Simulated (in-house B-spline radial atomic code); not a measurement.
Configurations of the promethium ion Pm⁸⁺, with energies counted from [Kr] 4d10 (4f5/2)3 5s2 (5p1/2)2. Method: Dirac-Hartree-Fock, average of each configuration as written, Fermi nucleus of rms radius 4.962 fm. Calculated with a radial B-spline atomic code at the basis-set limit. Energies include first-order Breit, QED and recoil terms.

Occupations are held fixed; configurations that lie above the ionisation limit could autoionise.

| configuration | E - E(ref) (eV) | highest orbital | its <r> (bohr) |
| --- | --- | --- | --- |
| [Kr] 4d10 (4f5/2)2 (4f7/2)1 5s2 (5p3/2)2 | 11.342 | 5p3/2 | 1.451 |
| [Kr] 4d10 (4f5/2)1 (4f7/2)1 5s2 (5p1/2)2 6s1 | 51.431 | 6s1/2 | 2.419 |
| [Kr] 4d10 (4f7/2)2 5s2 (5p1/2)2 (9d3/2)1 | 110.41 | 9d3/2 | 9.129 |
| [Kr] 4d10 (4f7/2)2 5s2 (5p1/2)1 (5p3/2)1 (9f5/2)1 | 117.75 | 9f5/2 | 10.64 |
| [Kr] (4d3/2)3 (4d5/2)6 (4f7/2)3 5s2 (5p1/2)1 (5p3/2)1 8s1 | 231.84 | 8s1/2 | 5.639 |
| [Kr] (4d3/2)3 (4d5/2)6 (4f5/2)1 (4f7/2)2 5s2 (5p1/2)1 (5p3/2)1 (7g9/2)1 | 243.53 | 7g9/2 | 6.782 |

(1) Order these further configurations by energy, lowest first.
A. [Kr] (4d3/2)3 (4d5/2)6 (4f5/2)1 (4f7/2)2 5s2 (5p3/2)2 (8g7/2)1
B. [Kr] (4d3/2)3 (4d5/2)6 (4f5/2)1 (4f7/2)2 5s2 (5p3/2)2 (9g9/2)1
C. [Kr] (4d3/2)4 (4d5/2)5 (4f5/2)1 (4f7/2)2 5s2 (5p1/2)1 (5p3/2)1 9s1
D. [Kr] 4d10 (4f7/2)3 5s2 (5p1/2)1 (5p3/2)1
E. [Kr] 4d10 (4f5/2)1 (4f7/2)1 5s2 (5p1/2)2 8s1

(2) How far above the reference does [Kr] 4d10 (4f5/2)3 5s2 (5p1/2)1 (5p3/2)1 lie?

(3) How far above the reference does [Kr] 4d10 (4f5/2)3 5s2 (5p3/2)2 lie?

Results:

(1) D (6.5836 eV), E (96.636 eV), C (239.14 eV), A (254.39 eV), B (258.09 eV).

(2) 4.3873 eV; its least bound orbital is 5p3/2 with <r> = 1.452 bohr.

(3) 10.032 eV; its least bound orbital is 5p3/2 with <r> = 1.452 bohr.
